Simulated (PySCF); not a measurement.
H2, SMILES [H][H].

Geometry optimised at PBE0-D3(BJ)/def2-TZVPD.

Two levels are set side by side: TDDFT-PBE/def2-TZVPD (PySCF) and TDDFT-PBE0/def2-TZVPD (PySCF). Vertical, same geometry. The lowest singlet is HOMO→LUMO 96 % with PBE and HOMO→LUMO 99 % with the other functional; states are paired by order. Differences are taken from unrounded values.

```tsv
quantity	TDDFT-PBE0	TDDFT-PBE	TDDFT-PBE minus TDDFT-PBE0
lowest singlet excitation (eV)	12.38	11.95	-0.42
lowest triplet excitation (TDA) (eV)	10.14	9.97	-0.16
first bright state (f over 0.05) (eV)	12.38	11.95	-0.42
its oscillator strength	0.35	0.33	-0.02
```

Functionals without exact exchange tend to place singlet excitations lower, as here. Differences between two approximate levels are no errors against the true value.
